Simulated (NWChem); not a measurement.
System: CH₄BeOS; SMILES C[O][Be][SH]

```xyz
8

Be     0.0220    -0.1215    -0.0021
O      0.0187     1.2689    -0.0049
C      0.0138     2.6425     0.0034
H      0.3250     3.0376     0.9866
H      0.7044     3.0480    -0.7569
H     -0.9941     3.0378    -0.2142
S      0.0584    -2.0323     0.0007
H     -1.2911    -2.1268     0.0006
```
Atoms are numbered in this order, from 1.

Results from NWChem. Coordinates come from a PBE0/def2-SVP optimisation. Level M06-2X/def2-SVP: energy and gradient on several grids; changes count from the extra-fine grid, which is no exact limit either.

```json
[
 {"grid": "xcoarse", "size of the energy change (μHa)": "3000", "largest change of a gradient component (μHa/bohr)": "7000", "time, medium = 1 (rough)": "about 1"},
 {"grid": "coarse", "size of the energy change (μHa)": "70", "largest change of a gradient component (μHa/bohr)": "600", "time, medium = 1 (rough)": "about 1"},
 {"grid": "medium", "size of the energy change (μHa)": "20", "largest change of a gradient component (μHa/bohr)": "200", "time, medium = 1 (rough)": "about 1"},
 {"grid": "fine", "size of the energy change (μHa)": "< 10", "largest change of a gradient component (μHa/bohr)": "100", "time, medium = 1 (rough)": "about 1"},
 {"grid": "xfine", "size of the energy change (μHa)": "< 10", "largest change of a gradient component (μHa/bohr)": "< 30", "time, medium = 1 (rough)": "4"}
]
```
